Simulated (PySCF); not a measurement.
# Relaxation of doublet RuO₃⁺

Level of theory: PySCF, UB3LYP, basis Ru def2-SVP with ECP28, O def2-SVP (scalar-relativistic core potentials, no spin–orbit coupling, density fitting). A (50,194) grid was used.

A hand-made trigonal pyramidal start, of C3v symmetry, held to at least that symmetry:

```xyz
4
charge 1 multiplicity 2, angstrom
Ru    0.0000    0.0000   -0.2519
O     1.4796    0.0000    0.5349
O    -0.7398    1.2814    0.5349
O    -0.7398   -1.2814    0.5349
```

Optimiser trace:
| step | E − E(last) (kJ/mol) | largest gradient (Eh/bohr) |
| --- | --- | --- |
| 0 | 70.36 | 0.08905 |
| 1 | 7.03 | 0.03214 |
| 2 | 0.96 | 0.00545 |
| 3 | 0.05 | 0.00299 |
| 4 | 0.00 | 0.00029 |
| 5 | 0.00 | 0.00001 |

It ends at C3v with Ru–O 1.657 Å (×3); O–Ru–O 113.0° (×3) (after a last refinement on a finer grid). A frequency run shows a minimum. Other isomers or separated fragments may lie lower.

Final geometry:
Coordinates in bohr (charge 1 multiplicity 2):
```
Ru    0.0000    0.0000   -0.2689
O     3.0146    0.0000    0.5770
O    -1.5073    2.6108    0.5770
O    -1.5073   -2.6107    0.5770
```

Open d and f shells are described by one determinant, and the ground state may have another occupation or spin.
